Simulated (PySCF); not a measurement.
Compound: C5H7FOSi.
Numbering: `[CH:1]#[C:2][CH2:3][Si@:4]1([F:5])[CH2:6][CH2:7][O:8]1`

Structure used (GFN2-xTB), in Å, numbered top down from 1:
```
atom  x, y, z in Å
C1     3.128    0.577    1.357
C2     2.254   -0.195    1.092
C3     1.195   -1.123    0.770
Si4    0.052   -0.450   -0.582
F5     0.975   -0.032   -1.844
C6    -1.458    0.677   -0.327
C7    -2.236   -0.529   -0.861
O8    -1.162   -1.462   -1.061
H9     3.900    1.247    1.591
H10    1.642   -2.053    0.413
H11    0.636   -1.355    1.679
H12   -1.522    1.552   -0.965
H13   -1.730    0.959    0.684
H14   -2.946   -0.957   -0.153
H15   -2.731   -0.353   -1.815
```

Definitions: NICS(0) = −σiso at the ring centroid; NICS(1) = −σiso and NICS(1)zz = −σzz at ±1 Å along the ring normal z. Level: GIAO PBE0/pcSseg-1 (PySCF, non-relativistic, gas phase) on the GFN2-xTB geometry, one conformer.

Ring bond lengths (Å), with Mayer bond orders in brackets: Si4–C6 1.902 (0.91), C6–C7 1.531 (1.00), C7–O8 1.437 (0.87), O8–Si4 1.650 (1.04).

Task: Give the NICS values of each ring in ppm.

Result: 
| ring | type | NICS(0) | NICS(1), two faces | NICS(1)zz, two faces | rms pucker (Å) | centre to ring atoms, mean (Å) |
| --- | --- | --- | --- | --- | --- | --- |
| Si4–C6–C7–O8 | 4-membered ring with O and Si; formal bonds all single | -4.1 | -1.6 / -0.9 | 0.6 / 0.9 | 0.01 | 1.15 |

Task: What do they say, and how far can they be read as aromaticity?

Result: 
- Si4–C6–C7–O8: mean NICS(1)zz 0.7 ppm, near zero. Si4, C6, C7 have four or more neighbours, and the NICS criterion for π rings isn't applied.

Task: What is the mean of the two in-plane components of NICS at the first NICS(1) probe listed for ring Si4–C6–C7–O8, 1 Å off the ring?

Result: The isotropic value is a third of the trace: (3 × -1.6 − (0.6))/2 = -2.7 ppm.

Task: List the ring angles and the Hirshfeld charges of the ring atoms.

Result: 
- Si4–C6–C7–O8: Si4 79.6° (+0.526 e), C6 83.7° (-0.170 e), C7 100.4° (+0.006 e), O8 96.4° (-0.263 e); sum 360.0° against 360° for a flat convex ring.
